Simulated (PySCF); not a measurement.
Gas-phase reaction: SnI4 + 4 H ⇌ SnH4 + 2 I2, at 1600 K and a standard pressure of 1 bar. Level: MP2/def2-SVP†.

Method: PySCF energies plus ideal-gas RRHO corrections (1 bar). † marks an energy on the PBE0/def2-TZVP geometry and frequencies. MP2 freezes the core. Open shells (unrestricted): H (multiplicity 2); the rest are closed-shell singlets. I, Sn: scalar-relativistic def2 core potential, no spin-orbit coupling. MP2 isn't extrapolated to the basis-set limit; its ΔH°(298 K) is -337.6 kJ in def2-SVP and -369.8 kJ in def2-TZVPP. The harmonic model lacks anharmonicity and excited electronic states, which grow with temperature; levels with a mode under 35 cm⁻¹ are left out. Soft modes under 120 cm⁻¹ make the harmonic entropy rough for SnI4.

| species | E (Ha) | H(1600 K) − E (kJ/mol) | S°(1600 K) (J/mol/K) |
|---|---|---|---|
| SnI4 | -1400.72077 | 173.1 | 628.0 |
| H | -0.49928 | 33.3 | 149.6 |
| SnH4 | -215.76364 | 188.3 | 357.4 |
| I2 | -593.54988 | 59.9 | 322.5 |
E: electronic energy; H − E holds the zero-point and thermal terms. 1 Ha = 2625.5 kJ/mol.

Q: Work out ΔH°, ΔS°, ΔG° and log10 K from these numbers.

A: 1. ΔE = 1×(-215.76364) + 2×(-593.54988) − 1×(-1400.72077) − 4×(-0.49928) = -0.14551 Ha = -382.0 kJ.
2. Δ(H − E) = 1×(188.3) + 2×(59.9) − 1×(173.1) − 4×(33.3) = 1.8 kJ, so ΔH° = -380.2 kJ.
3. ΔS° = 1×(357.4) + 2×(322.5) − 1×(628.0) − 4×(149.6) = -224.0 J/K; the number of gas molecules changes by -2.
4. ΔG° = ΔH° − TΔS° = -380.2 − 1600×(-224.0)/1000 = -21.8 kJ.
5. log10 K = −ΔG°/(RT ln 10) = 0.71, with RT ln 10 = 30.63 kJ/mol; at standard pressures the products are favoured.
6. A shift of 10 kJ in ΔE would move log10 K by 0.33 here.
7. With ΔH° and ΔS° held fixed, ΔG° changes sign near ΔH°/ΔS° = 1700 K.
8. Lowering the total pressure from 1 bar to 0.01 bar multiplies the mole-fraction quotient K_x = K (p/p°)^(−Δn) by 10^-4, which pushes the balance towards the reactants.
For scale, ΔH°(298 K) is -338 kJ at this level, -474 kJ at ωB97M-V/def2-TZVP†, and runs from -646 to -280 kJ over the 17 levels computed.
